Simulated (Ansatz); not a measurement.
CH₄FNSi, SMILES `F[SiH]1CN1`. Charge 0, multiplicity 1.

```xyz
8

F    -0.606   -1.834    1.050
Si   -0.346   -0.275    0.849
C     0.807    0.261   -0.450
N    -0.677    0.505   -0.594
H    -0.677    0.372    2.128
H     1.416    1.163   -0.439
H     1.230   -0.525   -1.077
H    -1.146    0.333   -1.466
```

Give the diagnostics of a CCSD(T)/def2-TZVPP run (frozen core, the Gaussian-basis code of Ansatz). (An estimate is asked.)

The calculation gave: T1 = 0.0118, largest single amplitude 0.017, largest double 0.019, (T) share of the correlation energy 3.6 %, 9 CCSD cycles. The RHF solution is stable towards an unrestricted one. T1 lies under the customary mark of 0.02 for closed shells.
